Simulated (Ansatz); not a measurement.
```xyz
30

C     1.275   -2.773    0.191
C     1.001   -1.572    1.088
C     0.215   -1.974    2.327
In    0.037    0.026   -0.039
C    -1.978    0.855   -0.086
C    -3.010   -0.069    0.545
C    -2.006    2.238    0.555
N     1.305    0.954   -1.340
C     2.700    0.638   -1.462
C     0.906    2.001   -2.237
H     1.812   -3.558    0.741
H     1.880   -2.515   -0.683
H     0.348   -3.226   -0.176
H     1.962   -1.151    1.403
H     0.739   -2.761    2.887
H    -0.772   -2.372    2.070
H     0.059   -1.137    3.013
H    -2.209    0.964   -1.152
H    -3.047   -1.047    0.059
H    -4.017    0.365    0.481
H    -2.805   -0.240    1.606
H    -1.305    2.931    0.083
H    -1.759    2.196    1.620
H    -3.007    2.683    0.481
H     2.987   -0.156   -0.767
H     3.343    1.509   -1.250
H     2.961    0.296   -2.478
H    -0.160    2.220   -2.139
H     1.454    2.940   -2.049
H     1.092    1.737   -3.291
```

The species carries charge 0 and has multiplicity 1. In: def2 effective core potential.

Problem. List the r2SCAN/def2-TZVPP orbital energies in eV (Ansatz). (An estimate is asked.)

Solution. Computed: Occupied: -384.48, -273.19, -273.19, -272.97, -272.96, -272.76, -272.76, -272.73, -272.73, -124.46, -81.20, -80.89, -80.87, -22.85, -20.34, -20.25, -18.52, -18.38, -18.37, -18.36, -18.32, -17.77, -17.62, -17.60, -15.10, -14.51, -14.48, -11.74, -11.39, -11.28, -10.97, -10.92, -10.85, -10.67, -10.08, -10.03, -9.57, -9.46, -9.31, -8.80, -8.56, -8.43, -8.41, -8.31, -8.19, -6.33, -5.44, -4.61. Lowest empty: -1.11, -0.60, 0.66, 0.91, 1.26, 1.91, 2.19, 2.27.
